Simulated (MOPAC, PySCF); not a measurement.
Scan of H2Ge, singlet: symmetric bend, bond length relaxed. Scanned: H-Ge-H angle. Other coordinates (Ge-H bond length) were minimised at B3LYP/def2-TZVP. Each profile is relative to its own lowest point.

```json
[
 {"a / °": "160", "A": "—", "B": "232.5", "C": "239.8"},
 {"a / °": "150", "A": "39.7", "B": "179.2", "C": "185.2"},
 {"a / °": "140", "A": "30.7", "B": "127.4", "C": "131.6"},
 {"a / °": "130", "A": "17.7", "B": "82.6", "C": "85.0"},
 {"a / °": "120", "A": "6.4", "B": "46.6", "C": "47.6"},
 {"a / °": "110", "A": "0.0", "B": "20.3", "C": "20.4"},
 {"a / °": "100", "A": "0.4", "B": "4.5", "C": "4.2"},
 {"a / °": "90", "A": "8.7", "B": "0.0", "C": "0.0"},
 {"a / °": "80", "A": "25.3", "B": "7.7", "C": "8.4"},
 {"a / °": "70", "A": "49.6", "B": "28.1", "C": "29.9"},
 {"a / °": "60", "A": "78.0", "B": "61.0", "C": "64.1"}
]
```

Energies in kJ/mol.

Question: Which curve belongs to which method? The methods are M06-2X/cc-pVTZ (PySCF); MP2 on RHF/cc-pVTZ, 9 core orbitals frozen (PySCF 2.14.0); PM7, restricted, heats of formation (MOPAC).

Answer: A is PM7; B is M06-2X; C is MP2.

A dash means that the run gave no value there, or that the column was ended at a point which the program doubted or which failed a test of continuity chosen for this set; such a test can also cut sound points.

The scan ran from 180.0 to 60.0; beyond the range shown the relaxed coordinates jump or full CI changes its symmetry label.
